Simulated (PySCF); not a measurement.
# Spin-orbit coupling and the first ionisation energy along the 4d series

Two-component X2C-1e calculated with PySCF 2.14: MP2 on generalised Hartree-Fock spinors (GMP2), with spin-orbit coupling off and on (screened by Boettger's factors); no Breit or QED terms. Values in eV; the references (NIST) lie between the lowest levels. Elements whose determinants are no pure J levels are left out.

| element | configurations | spin-free | with spin-orbit | shift | reference |
| --- | --- | --- | --- | --- | --- |
| Mo (x2c-QZVPPall-2c, [Ar] 3d10 frozen) | [Kr] 4d5 5s1 → [Kr] 4d5 | 7.122 | 7.121 | -0.001 | 7.092 |
| Tc (x2c-QZVPPall-2c, [Ar] 3d10 frozen) | [Kr] 4d5 5s2 → [Kr] 4d5 5s1 | 6.914 | 6.916 | 0.002 | 7.119 |
| Ru (x2c-QZVPPall-2c, [Ar] 3d10 frozen) | [Kr] 4d7 5s1 → [Kr] 4d7 | 7.423 | 7.415 | -0.008 | 7.361 |
| Rh (x2c-QZVPPall-2c, [Ar] 3d10 frozen) | [Kr] 4d8 5s1 → [Kr] 4d8 | 7.502 | 7.501 | -0.001 | 7.459 |
| Pd (x2c-QZVPPall-2c, [Ar] 3d10 frozen) | [Kr] 4d10 → [Kr] 4d9 | 8.891 | 8.703 | -0.188 | 8.337 |
| Ag (x2c-QZVPPall-2c, [Ar] 3d10 frozen) | [Kr] 4d10 5s1 → [Kr] 4d10 | 7.609 | 7.612 | 0.003 | 7.576 |
| Cd (x2c-QZVPPall-2c, [Ar] 3d10 frozen) | [Kr] 4d10 5s2 → [Kr] 4d10 5s1 | 8.991 | 8.994 | 0.003 | 8.994 |

The largest shift is at Pd, -0.188 eV, where spin-orbit coupling lowers the species with fewer electrons by more than the one with more (starting occupations closed and 4d3/2^4 4d5/2^5).

What remains against the references is mostly the basis and correlation beyond MP2.
